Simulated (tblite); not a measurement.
Record of a relaxation.

Compound: C₅H₁₁BO₃.
Numbering: `[CH3:1][CH:2]([CH3:3])[O:4][B:5]1[O:6][CH2:7][CH2:8][O:9]1` (hydrogens: H10, H11, H12 on C1; H13 on C2; H14, H15, H16 on C3; H17, H18 on C7; H19, H20 on C8)

Computed with GFN2-xTB (tblite), gas phase: L-BFGS steps from a force-field or distance-geometry start until the largest atomic force falls under 0.01 eV/Å. 7 of its 183 geometries are shown.

Step 0: E = -811.1418 eV, largest atomic force 3.578 eV/Å
```
atom  x, y, z in Å  |  force x, y, z in eV/Å
C1      2.414   -1.260    0.652   -0.253  -0.497   0.284
C2      1.534   -0.099    0.137    1.650  -0.349   0.656
C3      2.145    0.460   -1.146   -0.182   0.810  -0.496
O4      0.234   -0.594   -0.099   -1.303   3.233   0.806
B5     -0.765    0.474    0.066   -0.354  -2.462  -0.904
O6     -1.428    0.982   -1.132    1.113  -0.942   1.959
C7     -2.730    0.541   -0.905   -1.207   0.187  -0.549
C8     -2.863    0.208    0.600   -1.483  -0.005   0.520
O9     -1.634    0.455    1.215    1.347  -0.036  -1.854
H10     3.434   -0.906    0.865   -0.466  -0.173  -0.164
H11     1.974   -1.663    1.594    0.335   0.246  -0.702
H12     2.441   -2.078   -0.097    0.022   0.552   0.487
H13     1.567    0.686    0.950   -0.312  -0.456  -0.673
H14     1.549    1.338   -1.495    0.383  -0.686   0.185
H15     3.178    0.808   -0.977   -0.457  -0.280  -0.065
H16     2.126   -0.306   -1.938    0.056   0.351   0.385
H17    -3.443    1.345   -1.180    0.270  -0.283  -0.054
H18    -2.942   -0.364   -1.527    0.187   0.552   0.304
H19    -3.652    0.844    1.068    0.437  -0.323  -0.098
H20    -3.145   -0.863    0.743    0.218   0.564  -0.029
```

Step 30: E = -812.6329 eV, largest atomic force 0.249 eV/Å
```
atom  x, y, z in Å  |  force x, y, z in eV/Å
C1      2.509   -1.199    0.622    0.113  -0.137   0.122
C2      1.724    0.044    0.217    0.151  -0.042   0.112
C3      2.157    0.497   -1.170   -0.035   0.108  -0.069
O4      0.371   -0.268    0.461    0.059  -0.023   0.028
B5     -0.865    0.036    0.128    0.091  -0.072  -0.021
O6     -1.405    0.421   -1.089   -0.018   0.114   0.100
C7     -2.805    0.526   -0.943   -0.080   0.006   0.001
C8     -3.092    0.177    0.550   -0.125   0.007  -0.098
O9     -1.837   -0.141    1.100   -0.079   0.099  -0.152
H10     3.556   -0.969    0.780    0.133   0.066  -0.073
H11     2.103   -1.587    1.549   -0.047  -0.072   0.062
H12     2.422   -1.962   -0.146   -0.018  -0.033   0.008
H13     1.962    0.864    0.909    0.020   0.065   0.128
H14     1.587    1.353   -1.508   -0.234   0.038  -0.075
H15     3.195    0.810   -1.082    0.050  -0.047  -0.091
H16     2.096   -0.297   -1.909   -0.139  -0.024   0.030
H17    -3.116    1.541   -1.216    0.031   0.003   0.151
H18    -3.284   -0.168   -1.644    0.018  -0.081   0.117
H19    -3.523    1.018    1.109    0.079   0.038  -0.119
H20    -3.759   -0.683    0.675    0.031  -0.012  -0.160
```

Step 61: E = -812.8830 eV, largest atomic force 0.073 eV/Å
```
atom  x, y, z in Å  |  force x, y, z in eV/Å
C1      2.638   -1.146    0.634    0.035  -0.031  -0.020
C2      1.695    0.020    0.338    0.063  -0.013   0.035
C3      1.734    0.407   -1.135   -0.007  -0.011   0.032
O4      0.405   -0.352    0.811    0.021   0.056  -0.035
B5     -0.793   -0.048    0.320    0.024   0.015   0.032
O6     -1.117    0.589   -0.871    0.039   0.026  -0.002
C7     -2.522    0.644   -0.983    0.010   0.012  -0.025
C8     -3.049    0.159    0.386   -0.035   0.001  -0.012
O9     -1.921   -0.367    1.047   -0.030  -0.013   0.044
H10     3.671   -0.834    0.515    0.009   0.015  -0.039
H11     2.492   -1.491    1.654   -0.032   0.018  -0.010
H12     2.433   -1.969   -0.045   -0.004  -0.034   0.016
H13     2.007    0.886    0.941   -0.043   0.023   0.024
H14     1.060    1.236   -1.325    0.010  -0.003  -0.015
H15     2.747    0.697   -1.404    0.007  -0.023  -0.016
H16     1.422   -0.433   -1.749    0.015  -0.005  -0.019
H17    -2.822    1.669   -1.218   -0.006  -0.013   0.022
H18    -2.834   -0.022   -1.796   -0.013   0.019  -0.015
H19    -3.446    0.989    0.983   -0.038  -0.026  -0.010
H20    -3.807   -0.621    0.290   -0.024  -0.015   0.013
```

Step 91: E = -812.9033 eV, largest atomic force 0.015 eV/Å
```
atom  x, y, z in Å  |  force x, y, z in eV/Å
C1      2.605   -1.144    0.658    0.000   0.003   0.008
C2      1.720    0.060    0.336   -0.005  -0.003  -0.002
C3      1.735    0.357   -1.159    0.009  -0.001  -0.004
O4      0.429   -0.219    0.862   -0.008  -0.008   0.002
B5     -0.775    0.052    0.364   -0.013  -0.004  -0.007
O6     -1.105    0.693   -0.823    0.004   0.004  -0.005
C7     -2.509    0.724   -0.949    0.008   0.004   0.002
C8     -3.047    0.059    0.342    0.003  -0.002   0.000
O9     -1.901   -0.328    1.066   -0.001  -0.003  -0.006
H10     3.633   -0.940    0.372    0.001  -0.005   0.009
H11     2.564   -1.362    1.721    0.003   0.013  -0.001
H12     2.248   -2.016    0.115    0.011  -0.001   0.002
H13     2.092    0.941    0.883   -0.001  -0.002  -0.006
H14     1.089    1.198   -1.389   -0.001  -0.006   0.002
H15     2.750    0.588   -1.471    0.003  -0.006  -0.007
H16     1.380   -0.510   -1.712   -0.002   0.010  -0.007
H17    -2.833    1.764   -1.048   -0.005   0.008   0.003
H18    -2.796    0.170   -1.849    0.003   0.005   0.005
H19    -3.634    0.756    0.949   -0.003  -0.008   0.004
H20    -3.649   -0.830    0.128   -0.007   0.003   0.007
```

Step 121: E = -812.9229 eV, largest atomic force 0.115 eV/Å
```
atom  x, y, z in Å  |  force x, y, z in eV/Å
C1      2.704   -0.999    0.758    0.005  -0.003   0.088
C2      1.663    0.004    0.263   -0.001  -0.006   0.056
C3      1.701    0.140   -1.255    0.040  -0.029   0.010
O4      0.400   -0.449    0.739   -0.036  -0.049  -0.015
B5     -0.802   -0.057    0.315   -0.037   0.025   0.028
O6     -1.099    0.908   -0.637    0.007   0.019  -0.037
C7     -2.499    0.962   -0.805    0.040  -0.023   0.007
C8     -3.072    0.001    0.263    0.049  -0.028  -0.004
O9     -1.945   -0.620    0.841   -0.006  -0.013   0.055
H10     3.705   -0.677    0.481   -0.042  -0.007  -0.015
H11     2.642   -1.066    1.841    0.024  -0.044   0.018
H12     2.510   -1.984    0.343   -0.002   0.019  -0.041
H13     1.865    0.975    0.736   -0.023   0.078  -0.081
H14     1.071    0.959   -1.588    0.000  -0.022   0.035
H15     2.724    0.311   -1.574    0.030   0.062  -0.053
H16     1.341   -0.780   -1.705   -0.001  -0.036  -0.034
H17    -2.834    1.992   -0.672   -0.020   0.041   0.006
H18    -2.743    0.624   -1.819   -0.002   0.047  -0.019
H19    -3.626    0.531    1.048    0.014  -0.009  -0.036
H20    -3.712   -0.766   -0.180   -0.036  -0.022   0.031
```

Step 152: E = -812.9668 eV, largest atomic force 0.032 eV/Å
```
atom  x, y, z in Å  |  force x, y, z in eV/Å
C1      2.695   -0.766    0.884    0.009  -0.011   0.011
C2      1.572   -0.090    0.105    0.022   0.002  -0.001
C3      1.803   -0.169   -1.401    0.004   0.000  -0.025
O4      0.355   -0.744    0.459   -0.003  -0.004   0.027
B5     -0.843   -0.215    0.197   -0.012   0.005  -0.010
O6     -1.077    0.983   -0.463   -0.013  -0.005   0.017
C7     -2.470    1.200   -0.520   -0.014   0.003   0.018
C8     -3.101   -0.026    0.190   -0.013   0.000  -0.006
O9     -2.010   -0.829    0.586    0.009   0.001  -0.024
H10     3.627   -0.228    0.734   -0.001  -0.017  -0.006
H11     2.457   -0.777    1.944    0.004   0.002  -0.013
H12     2.812   -1.792    0.545    0.002   0.006   0.015
H13     1.499    0.966    0.401   -0.009   0.003  -0.005
H14     1.011    0.367   -1.917    0.004  -0.008  -0.015
H15     2.762    0.275   -1.656   -0.017   0.003   0.004
H16     1.794   -1.208   -1.722    0.004   0.016   0.014
H17    -2.703    2.139   -0.007   -0.002  -0.013  -0.013
H18    -2.773    1.275   -1.569    0.000  -0.008   0.026
H19    -3.669    0.259    1.082    0.002   0.008  -0.028
H20    -3.745   -0.606   -0.479    0.022   0.018   0.014
```

Step 182: E = -812.9701 eV, largest atomic force 0.008 eV/Å
```
atom  x, y, z in Å  |  force x, y, z in eV/Å
C1      2.679   -0.718    0.905   -0.003   0.001  -0.006
C2      1.565   -0.096    0.069   -0.004   0.002   0.001
C3      1.835   -0.236   -1.427   -0.003  -0.001   0.005
O4      0.350   -0.763    0.412    0.003  -0.002  -0.001
B5     -0.848   -0.220    0.180    0.004  -0.003   0.003
O6     -1.079    1.029   -0.377   -0.002   0.007  -0.003
C7     -2.471    1.244   -0.435   -0.005   0.003  -0.006
C8     -3.106   -0.042    0.150   -0.003  -0.002   0.000
O9     -2.017   -0.870    0.498    0.001  -0.001   0.000
H10     3.623   -0.222    0.695    0.001   0.002   0.001
H11     2.451   -0.620    1.962    0.000  -0.002   0.003
H12     2.767   -1.774    0.667    0.002  -0.005   0.002
H13     1.459    0.970    0.315    0.003   0.005   0.001
H14     1.025    0.223   -1.987    0.001  -0.001  -0.003
H15     2.769    0.255   -1.685   -0.002   0.000   0.000
H16     1.897   -1.288   -1.693    0.001  -0.002  -0.003
H17    -2.718    2.133    0.155    0.003  -0.005   0.000
H18    -2.761    1.411   -1.477    0.002   0.002   0.001
H19    -3.698    0.160    1.048    0.000   0.000   0.005
H20    -3.728   -0.566   -0.582    0.001   0.001   0.000
```

Task: Summarise the path.

Result: The energy falls by 42.16 kcal/mol from step 0 to step 182; nine tenths of that is first reached at step 38. It rises by more than 0.2 meV at step 119. The largest force goes from 3.578 to 0.008 eV/Å. Among the bonds O4–B5 changes most, from 1.471 to 1.336 Å; the atoms move by 1.039 Å rms after alignment.

Task: Follow the three bonds and two angles with the largest change from start to end.

Result: 
```csv
step,E above end (kcal/mol),largest force (eV/Å),O4–B5 (Å),B5–O6 (Å),B5–O9 (Å),C2–O4–B5 (°),B5–O9–C8 (°)
0,42.16,3.578,1.471,1.460,1.441,110.6,100.4
8,17.16,0.791,1.320,1.388,1.385,136.7,107.2
16,10.11,0.317,1.315,1.399,1.394,149.4,109.5
24,8.81,0.219,1.319,1.394,1.390,146.8,109.8
32,6.99,0.425,1.320,1.390,1.392,140.6,108.8
40,3.34,0.331,1.332,1.396,1.388,129.8,108.6
47,2.35,0.086,1.334,1.390,1.384,129.8,108.6
55,2.11,0.064,1.330,1.391,1.382,130.0,108.6
63,1.97,0.053,1.329,1.388,1.380,129.4,108.6
71,1.79,0.120,1.330,1.388,1.379,129.5,109.0
79,1.58,0.034,1.330,1.388,1.381,130.2,109.1
87,1.55,0.020,1.330,1.389,1.380,130.0,109.0
95,1.54,0.017,1.330,1.389,1.380,130.0,109.1
103,1.47,0.043,1.331,1.389,1.380,129.6,109.1
111,1.43,0.041,1.331,1.389,1.380,129.1,109.0
119,1.58,0.511,1.337,1.405,1.384,125.4,108.4
127,0.54,0.108,1.333,1.389,1.374,125.3,108.9
135,0.32,0.082,1.334,1.390,1.378,124.8,108.7
142,0.17,0.049,1.335,1.387,1.374,122.7,108.8
150,0.09,0.049,1.335,1.387,1.375,122.2,108.7
158,0.04,0.033,1.336,1.388,1.375,122.4,108.8
166,0.02,0.011,1.336,1.387,1.375,122.2,108.8
174,0.01,0.017,1.336,1.387,1.375,122.2,108.7
182,0.00,0.008,1.336,1.387,1.375,122.1,108.8
```

The cost below is that of the whole relaxation. Hardware: an Arm Neoverse V1 with one thread, on a shared host. Cost: 1.3 s wall.
